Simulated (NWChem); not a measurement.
System: CH6O2Si2; SMILES O([SiH2]C=O)[SiH3]

Input file for NWChem:

```
start job
memory heap 200 mb stack 900 mb global 1100 mb
geometry units angstroms noautosym nocenter noautoz
  O      0.247517    -3.198208     0.000000
  C      0.619209    -2.038593     0.000000
  Si    -0.697138    -0.633324     0.000000
  O      0.066543     0.823848     0.000000
  Si     0.272545     2.461827     0.000000
  H      1.712863    -1.804307     0.000000
  H     -1.536000    -0.803397    -1.214589
  H     -1.536000    -0.803397     1.214589
  H      1.727314     2.756613     0.000000
  H     -0.349917     3.061022    -1.210273
  H     -0.349917     3.061022     1.210273
end
basis spherical
  O library 6-311g**
  C library 6-311g**
  Si library 6-311g**
  H library 6-311g**
end
dft
  xc b3lyp
  iterations 150
end
property
  shielding 9 1 2 3 4 5 6 7 9 10
end
task dft property
```

The geometry was optimised at B3LYP/6-31G* (spherical d). B3LYP is NWChem's, with the RPA form of VWN correlation.

GIAO values for the isolated, static molecule; σ is the absolute isotropic shielding, δ = σ(reference) − σ with the isolated reference molecule computed at the same levels (13C: tetramethylsilane, 1H: tetramethylsilane, 17O: water, 29Si: tetramethylsilane).

Atoms are numbered as in the input.

Task: Give the results of this calculation. (B3LYP/6-311G** (spherical d), GIAO.) Quantities: δ O1 (ppm); δ C2 (ppm); δ O4 (ppm); δ Si5 (ppm); δ H6 (ppm); δ H7 (ppm); δ H9 (rotor mean) (ppm).

Result: 
```json
{
 "δ O1 (ppm)": "956.8",
 "δ C2 (ppm)": "248.2",
 "δ O4 (ppm)": "5.4",
 "δ Si5 (ppm)": "-44.9",
 "δ H6 (ppm)": "12.42",
 "δ H7 (ppm)": "4.85",
 "δ H9 (rotor mean) (ppm)": "5.41"
}
```
